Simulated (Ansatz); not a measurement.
Consider the ligand exchange at a Ga–I bond: `[F][Ga]([F])[I]` + CH₃NH₂ → `C[NH][Ga]([F])[F]` + HI.

Calculated with Ansatz (gas phase, PBE0-D4/def2-TZVP geometries, no zero-point term in ΔE). CBS: MP2 limit from def2 TZ/QZ plus the TZ coupled-cluster correction, frozen cores. DFT in def2-TZVPP. B3LYP here is the variant with VWN-RPA as its local correlation; programs differ in this. HSE06 is defined as in plane-wave codes. def2 core potentials past Kr. For Ga, I outer-core shells are correlated without core-valence functions, which leaves a few kJ/mol of doubt a bond. Scalar relativity is left out up to krypton. One conformer a species, not always the lowest.

```tsv
level	ΔE (kcal/mol)	difference from CCSD(T)/CBS
LDA (SPW92)	17.1	-1.4
PBE-D4	20.0	1.5
revPBE-D4	19.8	1.3
BLYP-D4	18.7	0.2
r2SCAN-D4	20.1	1.6
B97M-V	20.2	1.7
PBE0-D4	20.6	2.1
B3LYP-D4	19.3	0.8
r2SCANh-D4	20.3	1.8
r2SCAN0-D4	20.6	2.1
HSE06-D4	20.7	2.2
BHLYP-D4	20.4	1.9
CAM-B3LYP-D4	17.8	-0.7
ωB97X-V	18.9	0.4
ωB97M-V	19.4	0.9
B2PLYP	19.2	0.7
PBE-QIDH	20.1	1.6
PBE	20.3	1.8
BLYP	19.5	1.0
r2SCAN	20.2	1.7
PBE0	20.8	2.3
B3LYP	19.7	1.2
r2SCANh	20.4	1.9
r2SCAN0	20.7	2.2
HSE06	20.9	2.4
BHLYP	20.2	1.7
CAM-B3LYP	18.1	-0.4
LC-ωPBE	18.3	-0.2
RPA@PBE/def2-TZVPP	16.7	-1.8
HF/def2-SVP	20.0	1.5
MP2/def2-SVP	17.4	-1.1
CCSD/def2-SVP	17.1	-1.4
HF/def2-TZVPP	21.7	3.2
CCSD/def2-TZVPP	17.8	-0.7
HF/def2-QZVPP	21.6	3.1
MP2/def2-QZVPP	19.0	0.5
SCS-MP2/def2-QZVPP	18.5	0.0
HF/CBS(def2)	21.6	3.1
MP2/CBS(def2)	19.4	0.9
CCSD/CBS(def2)	18.6	0.1
CCSD(T)/CBS	18.5	0
```

Largest T1 diagnostic among the species: 0.013.

At CCSD(T), def2-SVP lies −1.6 kcal/mol from the extrapolated value and def2-TZVPP −0.8 kcal/mol. Leaving LDA and LC-ωPBE aside and taking each functional with its dispersion term where it has one, the values spread over 2.8 kcal/mol, from CAM-B3LYP-D4 to HSE06-D4. LDA lies −3.2 kcal/mol from PBE without D4.
